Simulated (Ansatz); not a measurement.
AlB2H5O can be A, `[BH2][AlH][BH]O`, or B, `BB[O][AlH2]`.

Program: Ansatz. Geometries: PBE0-D4/def2-TZVP. ΔE: electronic, gas phase. CCSD(T)/CBS is the MP2 limit (def2-TZVPP, def2-QZVPP) plus CCSD(T) − MP2 in def2-TZVPP, frozen cores. Functionals use def2-TZVPP. Each species was taken in one conformer, which may not be the lowest.

Which is lower in electronic energy at CCSD(T)/CBS, and by how much? (An estimate is asked.)

Ansatz gave: B, by 43.6 kcal/mol.

Give E(B) − E(A) in kcal/mol with ωB97M-V, BLYP-D4, PBE0-D4, B2PLYP, CCSD/def2-TZVPP, HF/def2-TZVPP, CCSD(T)/def2-TZVPP. (An estimate is asked.)

Ansatz gave: ωB97M-V -44.7, BLYP-D4 -44.1, PBE0-D4 -40.5, B2PLYP -45.7, CCSD/def2-TZVPP -43.8, HF/def2-TZVPP -48.8, CCSD(T)/def2-TZVPP -43.1. None reverses the order clearly.

Does the order hold for the free energy at 298.15 K (harmonic terms from PBE0-D4)? (Estimate.)

Ansatz gave: Yes: G(B) − G(A) = -45.5 kcal/mol, for one conformer each.

Largest T1 diagnostic: 0.014.

At CCSD(T), def2-SVP lies +0.8 kcal/mol from the extrapolated value and def2-TZVPP +0.5 kcal/mol. From BLYP to BHLYP (50 % exact exchange), in def2-TZVPP and without D4, E(B) − E(A) moves by −3.6 kcal/mol.
